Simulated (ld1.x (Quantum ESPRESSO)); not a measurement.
**Before and after: RRKJ potential for antimony**

Sb (Z = 51), norm-conserving RRKJ (Kleinman–Bylander form), made with ld1.x (Quantum ESPRESSO) 7.5 (PBE, scalar-relativistic). Core [Kr], reference 4d10 5s2 5p2 (charge +1). Waves: 5p (bound): rc 1.90 bohr; 4d (bound): rc 0.95 bohr; 5s (bound): rc 1.70 bohr. Local part: the s channel. Core correction: Bessel-smoothed model core, default radius (core density twice the valence density). rho0 = 0.001.

Change: wave 4d (bound): rc 0.95 bohr becomes 4d (bound): rc 1.40 bohr.

Cutoffs: the cutoffs (Ry, on a coarse ladder) from which the occupation-weighted sum of valence levels, in a spherical-Bessel basis at the reference potential, stays within 10 and 1 mRy of its value at 400 Ry; they do not see the model core or the augmentation charge, which bear on the density cutoff. Errors are all-electron minus pseudo energies relative to the spin-unpolarised reference configuration.

Problem. Predict the effect on cutoff, ghosts and configuration errors.

Solution. The potential gets softer (200 Ry and 300 Ry → 80 Ry and 90 Ry); the errors of the 7 common tests hardly move; neither file shows a bound ghost. A larger radius leaves more room for a smooth pseudo-wave, so fewer plane waves are needed.

```tsv
quantity	base	changed
cutoff, loose	200 Ry	80 Ry
cutoff, tight	300 Ry	90 Ry
loose cutoff by channel (10 mRy a level)	p 10 Ry, d 120 Ry, s 21 Ry	p 10 Ry, d 70 Ry, s 21 Ry
bound ghosts	none	none
error for 4d10 5s2 5p3, meV [ΔE -8.32 eV]	+3.2	+3.2
error for 4d10 5s2 5p1, meV [ΔE 15.97 eV]	-3.0	-2.9
error for 4d10 5s2 5p0, meV [ΔE 40.38 eV]	-9.7	-9.4
error for 4d10 5s1 5p3, meV [ΔE 8.73 eV]	-3.9	-3.9
error for 4d10 5s1 5p4, meV [ΔE -0.21 eV]	-3.5	-3.5
error for 4d9 5s2 5p3, meV [ΔE 32.42 eV]	-441	-405
error for 4d9 5s2 5p4, meV [ΔE 22.80 eV]	-502	-464
s: phases at 2.04 bohr within 0.05 rad from the reference energy up to (Ry; the scan ends near 5)	2.8	2.8
p: phases at 2.04 bohr within 0.05 rad from the reference energy up to (Ry; the scan ends near 5)	to the end of the scan	to the end of the scan
d: phases at 2.04 bohr within 0.05 rad from the reference energy up to (Ry; the scan ends near 5)	-0.4	-0.4
```
